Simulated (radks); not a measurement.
All-electron atom: Rh in [Kr] 4d8 5s1 (the NIST ground configuration). Calculated with a radial shooting solver on a logarithmic mesh with Libxc functionals: Dirac Kohn-Sham, PBE, spin-unpolarised, spherical densities, point nucleus; open shells fill j = l - 1/2 first.

Unscreened Slater integrals over Kohn-Sham orbitals (eV). Large and small components are both included.

integral           value
F0(5s1/2,5s1/2)   7.4519
F0(5s1/2,4d5/2)   9.2000
G2(5s1/2,4d5/2)   1.7286
F0(5s1/2,4d3/2)   9.2251
G2(5s1/2,4d3/2)   1.6697
F0(5s1/2,4p3/2)   9.6146
G1(5s1/2,4p3/2)  0.50921
F0(4d5/2,4d5/2)   15.609
F2(4d5/2,4d5/2)   7.5236
F4(4d5/2,4d5/2)   4.8376
F0(4d5/2,4d3/2)   15.737
F2(4d5/2,4d3/2)   7.5925
G2(4d5/2,4d3/2)   7.5893
G4(4d5/2,4d3/2)   4.8826
F0(4d5/2,4p3/2)   18.244
F2(4d5/2,4p3/2)   8.6543
G1(4d5/2,4p3/2)   10.738
G3(4d5/2,4p3/2)   6.5053
F0(4d3/2,4d3/2)   15.868
F2(4d3/2,4d3/2)   7.6645
F0(4d3/2,4p3/2)   18.436
F2(4d3/2,4p3/2)   8.7978
G1(4d3/2,4p3/2)   10.956
G3(4d3/2,4p3/2)   6.6415
F0(4p3/2,4p3/2)   22.438
F2(4p3/2,4p3/2)   11.744
